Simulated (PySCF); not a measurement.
# Polarisability and C₆ of Co²⁺ (cobalt, charge +2)

[Ar] 3d6 4s1, high-spin 6D determinant (an excited configuration). All numbers are calculated (PySCF 2.14, the non-relativistic Hamiltonian (point nucleus), in aug-cc-pVQZ (9s8p6d4f3g2h, 140 functions)). Coupled (time-dependent) response in atomic units; α is the mean over directions.

```
method  mean α (bohr³)         α xx, yy, zz  C₆ (like pair)  S(−4)
M06-2X           13.21  12.77, 12.77, 14.08           45.36  159.4
```

S(−4) is the Cauchy moment in α(ω) = α(0) + S(−4) ω² + …

α(iu) at M06-2X:

| u (hartree) | α(iu) (bohr³) |
| --- | --- |
| 0 | 13.21 |
| 0.0500 | 12.82 |
| 0.100 | 11.81 |
| 0.200 | 9.128 |
| 0.300 | 6.853 |
| 0.500 | 4.239 |
| 0.750 | 2.802 |
| 1.00 | 2.096 |
| 1.50 | 1.397 |
| 2.00 | 1.036 |
| 3.00 | 0.6524 |
| 5.00 | 0.3339 |

A single London oscillator, α(iu) = α/(1 + u²/ω²), gives C₆ = (3/4) ω α². Matching the computed C₆ needs ω = 4 × 45.36 / (3 × 13.21²) = 0.347 hartree.

For an ion, C₆ is the dispersion term alone; charge-induced terms of lower order in 1/R come first.

The components differ because the open shell of this determinant is not spherical; for a pure term their mean is the scalar polarisability.
